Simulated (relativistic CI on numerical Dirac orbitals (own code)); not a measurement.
Calculated at this level of theory: Dirac-Coulomb-Breit CI, orbitals from a KLI potential per configuration, a model potential for QED, unscaled Slater integrals (own radial code, finite nucleus).

The strongest absorption lines from the ground level of an ion, among the configurations computed and to levels below about 5580 eV (vacuum wavelength in Å, gf): 2.9331 (0.61), 3.2965 (0.052), 3.3792 (1.7), 3.4309 (0.1), 3.9310 (0.36), 13.251 (0.72), 26.233 (0.51), 42.799 (0.011).

Task: Which ion is it?
A. Ra70+
B. Bi65+
C. Bi67+
D. Pt60+

Result: B. Bi65+ has 18 electrons and the ground level 3s2 3p6 1S_0; the strongest line goes to 3s2 3p5 4d 1P°_1. The pattern of lines fixes the number of electrons, and along that sequence the line energies rise steadily with the charge (about as its square where n changes within one kind of shell, about linearly where n is kept but much faster in heavy ions where fine structure, which grows about as Z⁴, sets the gap, and irregularly where shells cross), which fixes Z. Configurations outside the model, such as inner-shell arrays, can give stronger lines. At this charge energies of transitions that change n are usually good to better than 1 %, and those within a shell (Δn = 0) to a few per cent.

LS names give the leading component of a level, which can be under half, so a name can repeat, a term be missing and a line seem to break the LS rules.
